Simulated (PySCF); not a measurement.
GaBr2, SMILES [Ga+]([Br])[Br], charge +1. The structure is a stationary point at B3LYP-D3(BJ)/def2-SVP. The multiplicity is an assumed one; other spin states were not compared. The isomer is the one that the SMILES or the coordinates give; other isomers of the formula were not compared.

Calculation: B3LYP-D3(BJ)/def2-SVP (PySCF).

Harmonic wavenumbers (cm⁻¹): 86, 86, 244, 453. Rotational constants (GHz): 0.6582 (linear); symmetry number 2.

Q: Work out the zero-point energy and the ideal-gas rigid-rotor harmonic-oscillator thermochemistry at 298.15 K and 1 atm.

A: ZPE = ½ Σ hcν = ½ × 870 cm⁻¹ = 5.20 kJ/mol. H − E(el) = 19.86 kJ/mol. Entropy in J/(mol K): translation 176.54, rotation 78.65, vibration 42.02, total 297.21. G − E(el) = -68.75 kJ/mol. Cp = 58.57 J/(mol K). Modes under 150 cm⁻¹ make the vibrational entropy uncertain.
